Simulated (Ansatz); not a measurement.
A nudged elastic band was laid between two geometries of C$_{2}$H$_{6}$N$_{2}$Se (11 atoms, charge 0, multiplicity 1).

Method: Ansatz 0.2.0, RHF/def2-SVP.

```
movable images  : 8
climbing image  : no
spring          : 5.0 eV/Å²
optimiser       : quadratic models (default)
start path      : through a guess of the saddle point
force threshold : 0.03 eV/Å
iteration limit : 60
end points      : relaxed
```

Initial state:

```xyz
11
Properties=species:S:1:pos:R:3
N -0.709 1.218 0.986
C -0.715 -0.075 0.416
N 0.579 -0.710 0.385
C 0.937 -0.803 -1.013
Se -0.863 -0.261 -1.595
H -1.630 1.565 1.180
H -0.215 1.890 0.428
H -1.481 -0.672 0.905
H 1.251 -0.297 1.004
H 1.709 -0.103 -1.339
H 1.202 -1.808 -1.335
```

Final state:

```xyz
11
Properties=species:S:1:pos:R:3
N -1.003 1.283 0.718
C -0.805 -0.054 0.289
N 0.526 -0.643 0.392
C 0.959 -0.824 -0.978
Se -0.804 -0.296 -1.679
H -1.050 1.369 1.717
H -0.339 1.931 0.337
H -1.559 -0.675 0.767
H 1.159 -0.143 0.987
H 1.756 -0.155 -1.304
H 1.226 -1.850 -1.225
```

(1) What changes between the two ends?

(2) Give the energies along the band, and the barrier.

(3) What is the geometry of the highest image?

## Answers

(1) No bond is made or broken. The height of N1 over the plane of its neighbours goes from -0.33 to 0.31 Å.

(2) The forces met the threshold. The highest image is number 5 of 0 to 9, 3.6 kcal/mol above the first end and 1.4 kcal/mol above the last; the last end lies 2.1 kcal/mol above the first. No image climbed, so the highest image needn't sit at the top of the path.

| image | path coordinate (Å) | energy (kcal/mol) | height of N1 over the plane of its neighbours (Å) |
| --- | --- | --- | --- |
| 0 | 0.00 | 0.0 | -0.33 |
| 1 | 0.15 | 0.1 | -0.32 |
| 2 | 0.30 | 0.3 | -0.31 |
| 3 | 0.44 | 0.9 | -0.27 |
| 4 | 0.59 | 2.2 | -0.17 |
| 5 | 0.74 | 3.6 | -0.02 |
| 6 | 0.89 | 3.5 | 0.12 |
| 7 | 1.03 | 2.7 | 0.24 |
| 8 | 1.18 | 2.3 | 0.30 |
| 9 | 1.33 | 2.1 | 0.31 |

(3) 
```xyz
11
Properties=species:S:1:pos:R:3
N -0.828 1.252 0.844
C -0.743 -0.040 0.321
N 0.562 -0.677 0.375
C 0.963 -0.857 -1.004
Se -0.783 -0.253 -1.682
H -1.441 1.456 1.599
H -0.325 2.004 0.427
H -1.521 -0.649 0.777
H 1.212 -0.188 0.960
H 1.784 -0.217 -1.331
H 1.185 -1.889 -1.266
```

The run took 3.2 min on 2 threads of Arm Neoverse V1, on a shared host, peak memory 0.29 GiB.
